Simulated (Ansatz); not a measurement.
The inner images of a band of CH3OSe (6 atoms, charge 1, multiplicity 1) are given out of order.

Computed with Ansatz, RKS revPBE-D4/def2-SVP.

First end point:

```xyz
6
Properties=species:S:1:pos:R:3
C -0.888 -0.084 -0.696
Se 0.545 -0.841 -0.025
O 1.093 0.473 1.040
H -1.474 -0.673 -1.426
H -1.192 0.938 -0.401
H 1.915 0.187 1.507
```

Last end point:

```xyz
6
Properties=species:S:1:pos:R:3
C -0.789 -0.066 -0.613
Se 0.582 -1.039 -0.099
O 1.523 -0.105 1.067
H -1.464 -0.540 -1.352
H -1.008 0.957 -0.255
H 1.157 0.793 1.254
```

Question: Put them in order from the first end to the last, with their energies above the first end.
A.
```xyz
6
Properties=species:S:1:pos:R:3
C -0.807 -0.068 -0.618
Se 0.534 -1.048 -0.034
O 1.361 -0.143 1.240
H -1.405 -0.509 -1.441
H -1.065 0.936 -0.235
H 1.382 0.832 1.088
```
B.
```xyz
6
Properties=species:S:1:pos:R:3
C -0.865 -0.084 -0.707
Se 0.528 -0.885 0.001
O 0.991 0.371 1.172
H -1.469 -0.643 -1.445
H -1.141 0.939 -0.388
H 1.957 0.302 1.367
```
C.
```xyz
6
Properties=species:S:1:pos:R:3
C -0.842 -0.085 -0.699
Se 0.517 -0.942 0.020
O 0.955 0.244 1.273
H -1.454 -0.601 -1.463
H -1.094 0.936 -0.354
H 1.919 0.448 1.223
```
D.
```xyz
6
Properties=species:S:1:pos:R:3
C -0.818 -0.076 -0.650
Se 0.514 -1.027 0.013
O 1.132 -0.042 1.353
H -1.401 -0.517 -1.483
H -1.078 0.929 -0.265
H 1.652 0.733 1.032
```
E.
```xyz
6
Properties=species:S:1:pos:R:3
C -0.822 -0.078 -0.681
Se 0.490 -1.001 0.052
O 0.994 0.107 1.347
H -1.427 -0.561 -1.471
H -1.056 0.949 -0.342
H 1.821 0.583 1.095
```

Answer: B (+0.020 eV), C (+0.075 eV), E (+0.149 eV), D (+0.185 eV), A (+0.144 eV).

The run took 110 s on 1 thread of AMD EPYC 7R43 64-Core Processor (Zen 3), with other jobs on the host, peak memory 0.14 GiB.
